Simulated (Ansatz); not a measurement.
Mg2Te2 (the lowest singlet isomer of a short search), 4 atoms. Hardware: 4 threads of Arm Neoverse V1 on a shared host.

In the def2 sets Te takes a core potential; there is no spin–orbit coupling. Correlated methods freeze 10 core orbitals; core or outer-core shells of Mg, Te are correlated, in sets that lack core-valence functions.

(1) How many basis functions does each of these Ansatz runs have, and roughly what does it cost? MP2/def2-TZVP, charge 0 quintet, energy, from earlier orbitals; PBE with 10 % exact exchange/def2-SVP, charge 0 triplet, energy, from earlier orbitals; PBE-D4/def2-TZVP, charge 0 unrestricted singlet, energy, from earlier orbitals; LDA (SPW92)/def2-TZVP, charge 0 triplet, energy, from earlier orbitals; PBE0-D4/def2-TZVP, charge 0 triplet, energy, from earlier orbitals; r2SCAN-D4/def2-TZVPD, charge 0 singlet, energy, from earlier orbitals; r2SCAN-D4/def2-TZVP, charge 0 unrestricted singlet, energy, from earlier orbitals; LDA (SPW92)/def2-TZVP, charge 0 quintet, energy, from earlier orbitals; r2SCAN-D4/def2-TZVP, charge 0 quintet, energy, from earlier orbitals; LDA (SPW92)/def2-TZVP, charge 0 singlet, energy, from earlier orbitals; r2SCAN-D4/def2-TZVP, charge 0 triplet, energy, from earlier orbitals; PBE0-D4/def2-TZVP, charge 0 unrestricted singlet, energy, from earlier orbitals.

Answers

(1) Other jobs shared the machine, so times can vary by a factor of up to 3. A dash marks memory too small to be measured apart from the calling script's.

```tsv
run	functions	fitting or Cholesky vectors	wall time	peak host memory (GiB)
LDA (SPW92)/def2-TZVP, charge 0 singlet, energy, from earlier orbitals	164	1348	0.95 s	–
LDA (SPW92)/def2-TZVP, charge 0 triplet, energy, from earlier orbitals	164	1348	1.4 s	–
LDA (SPW92)/def2-TZVP, charge 0 quintet, energy, from earlier orbitals	164	1348	2.2 s	–
PBE-D4/def2-TZVP, charge 0 unrestricted singlet, energy, from earlier orbitals	164	1348	2.8 s	–
PBE with 10 % exact exchange/def2-SVP, charge 0 triplet, energy, from earlier orbitals	88	954	2.8 s	–
r2SCAN-D4/def2-TZVPD, charge 0 singlet, energy, from earlier orbitals	188	1514	4 s	–
MP2/def2-TZVP, charge 0 quintet, energy, from earlier orbitals	164	1520	4.1 s	–
PBE0-D4/def2-TZVP, charge 0 unrestricted singlet, energy, from earlier orbitals	164	1452	4.2 s	0.64
r2SCAN-D4/def2-TZVP, charge 0 unrestricted singlet, energy, from earlier orbitals	164	1348	6.5 s	–
PBE0-D4/def2-TZVP, charge 0 triplet, energy, from earlier orbitals	164	1452	7 s	0.69
r2SCAN-D4/def2-TZVP, charge 0 triplet, energy, from earlier orbitals	164	1348	8 s	–
r2SCAN-D4/def2-TZVP, charge 0 quintet, energy, from earlier orbitals	164	1348	16 s	–
```
